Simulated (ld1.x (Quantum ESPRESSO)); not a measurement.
## Before and after: TM potential for sulfur

sulfur, norm-conserving Troullier–Martins (Kleinman–Bylander form), made with ld1.x (Quantum ESPRESSO) 7.5 (BLYP, fully relativistic). Core [Ne], reference 3s2 3p4. Waves: 3s (bound): rc 1.30 bohr; 3d channel at 0.5 Ry: rc 1.20 bohr; 3p (bound): rc 1.55 bohr. Local part: the p channel. Core correction: a·sin(br)/r model core, default radius (core density twice the valence density).

Open shells are filled in proportion to 2j + 1 (rel_dist='average').

All-electron outer shells of the reference configuration (BLYP, scalar-relativistic, ld1.x):

```tsv
shell	level (eV)	outermost node (bohr)	outermost maximum (bohr)
2s	-211.57	0.13	0.39
2p	-156.57	–	0.33
3s	-17.11	0.60	1.40
3p	-6.87	0.58	1.59
```

Change: core correction a·sin(br)/r model core inside 0.72 bohr.

Cutoffs: the cutoffs (Ry, on a coarse ladder) from which the occupation-weighted sum of valence levels, in a spherical-Bessel basis at the reference potential, stays within 10 and 1 mRy of its value at 400 Ry; they do not see the model core or the augmentation charge, which bear on the density cutoff. Errors are all-electron minus pseudo energies relative to the spin-unpolarised reference configuration.

Question: Predict the effect on cutoff, ghosts and configuration errors.

Answer: The potential gets neither clearly harder nor softer (40 Ry and 60 Ry → 40 Ry and 60 Ry); of the 7 tests that both files solve, the error grows in 1 and shrinks in 0 by more than 15 % and 0.3 meV (median size 3.4 → 3.4 meV); neither file shows a bound ghost. The default core radius of the base comes out at 0.87 bohr. A model core, the more so a compact one, raises the density cutoff, which this test does not measure.

```tsv
quantity	base	changed
cutoff, loose	40 Ry	40 Ry
cutoff, tight	60 Ry	60 Ry
bound ghosts	none	none
largest miss of a reference level, eV	0.06	0.06
error for 3s2 3p3, meV [ΔE 11.62 eV]	+3.4	+3.4
error for 3s2 3p2, meV [ΔE 33.76 eV]	+23	+22
error for 3s2 3p1, meV [ΔE 67.68 eV]	+78	+74
error for 3s0 3p6, meV [ΔE 20.76 eV]	-1.8	-2.4
error for 3s2 3p0, meV [ΔE 114.45 eV]	+196	+182
error for 3s2 3p3.5, meV [ΔE 4.59 eV]	+0.6	+0.6
error for 3s1 3p5, meV [ΔE 10.32 eV]	-0.5	-0.7
s: phases at 1.71 bohr within 0.05 rad from the reference energy up to (Ry; the scan ends near 5)	to the end of the scan	to the end of the scan
p1/2: phases at 1.71 bohr within 0.05 rad from the reference energy up to (Ry; the scan ends near 5)	to the end of the scan	to the end of the scan
p3/2: phases at 1.71 bohr within 0.05 rad from the reference energy up to (Ry; the scan ends near 5)	to the end of the scan	to the end of the scan
d3/2: phases at 1.71 bohr within 0.05 rad from the reference energy up to (Ry; the scan ends near 5)	to the end of the scan	to the end of the scan
d5/2: phases at 1.71 bohr within 0.05 rad from the reference energy up to (Ry; the scan ends near 5)	to the end of the scan	to the end of the scan
```
